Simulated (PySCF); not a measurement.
## Radial density of Mo²⁺ (molybdenum, charge +2)

UHF, [Kr] 4d3 5p1, one real determinant (an excited configuration). Calculation: PySCF 2.14, in def2-QZVPPD with the def2 core potential (28 electrons) (7s5p4d3f2g, 81 functions); scalar relativity through the core potential. This is the valence pseudo-density: the core potential removes the inner electrons and smooths the orbitals near the nucleus.

| r (bohr) | 4πr²ρ (e/bohr) | 4πr²(ρα − ρβ) |
| --- | --- | --- |
| 0.0649 | 2.951e-05 | 0.0000 |
| 0.109 | 0.0001734 | 0.0000 |
| 0.184 | 0.001688 | 0.0004 |
| 0.309 | 0.03367 | 0.0076 |
| 0.519 | 1.092 | 0.1412 |
| 0.874 | 9.242 | 1.2698 |
| 1.47 | 7.079 | 2.0857 |
| 2.47 | 1.151 | 0.9146 |
| 4.16 | 0.2486 | 0.2481 |
| 6.99 | 0.01698 | 0.0170 |
| 11.8 | 0.0001599 | 0.0002 |

⟨L²⟩ = 14.07 against 20 for a pure G term, so this real determinant mixes terms. Energies and moments cover only the electrons outside the core potential.
